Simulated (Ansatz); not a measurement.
Born–Oppenheimer molecular dynamics of F$_{3}$HHfO (6 atoms, charge 0, multiplicity 1). It starts from a relaxed structure.

These are results of RKS PBE0-D4/def2-SVP (Ansatz 0.2.0), not measurements.

* ensemble: NVE (velocity Verlet)
* time step: 0.5 fs
* steps asked: 150
* starting velocities drawn for: 700 K
* seed: 176839

First frame:

```xyz
6
Properties=species:S:1:pos:R:3
Hf -0.085 -0.025 -0.048
O -0.350 -0.106 1.837
H -0.486 -0.155 2.781
F 1.787 -0.002 -0.441
F -0.893 1.560 -0.750
F -0.879 -1.554 -0.880
```

Task: How far do the bonds stretch over the last three quarters of this one trajectory? (Pairs bonded in most of those frames.)

Result: 
```
  bond  mean (Å)  spread (Å)  shortest  longest
Hf1–O2     1.932       0.041      1.86     1.99
Hf1–F4     1.910       0.026      1.87     1.95
Hf1–F5     1.915       0.020      1.89     1.95
Hf1–F6     1.920       0.044      1.86     1.99
 O2–H3     0.966       0.008      0.95     0.98
```

Mean temperature of the second half: 379 K. The conserved energy stayed within 0.028 meV per atom of its start (net change 0.00083 meV per atom), so the integration is sound. Over the second half the temperature averaged 0.54 of the 700 K drawn at the start: a run that starts near a minimum puts about half its kinetic energy into the potential. A run of 0.075 ps of so small a system gives no equilibrium averages.

The run took 9.6 min on 1 thread of Arm Neoverse V2, on a shared host, peak memory 0.19 GiB.
